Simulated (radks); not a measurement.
Isoelectronic series with 22 electrons, all held in the configuration [Ar] 3d4, which need not be the ground one along the series. All-electron calculation, non-relativistic Kohn-Sham, PBE, spin-unpolarised, spherical densities, point nucleus. Program: a radial shooting solver on a logarithmic mesh with Libxc functionals. Total energies (hartree) and orbital eigenvalues (Ry):

ion,E (hartree),3d,3p,3s
Cr2+,-1043.18795,-1.69049,-4.86331,-6.88782
Mn3+,-1148.47734,-3.04592,-6.61099,-8.82583
Fe4+,-1259.16412,-4.68250,-8.63680,-11.04756
Ni6+,-1496.66681,-8.72263,-13.44403,-16.25651
Cu7+,-1623.46475,-11.10808,-16.20801,-19.22448
Zn8+,-1755.61948,-13.73052,-19.20623,-22.42807
Ga9+,-1893.12710,-16.58698,-22.43604,-25.86435
Ge10+,-2035.98462,-19.67528,-25.89560,-29.53123

Estimate the row of Co5+.

Answer. E (hartree) -1375.23085; 3d -6.57853; 3p -10.91819; 3s -13.52854.
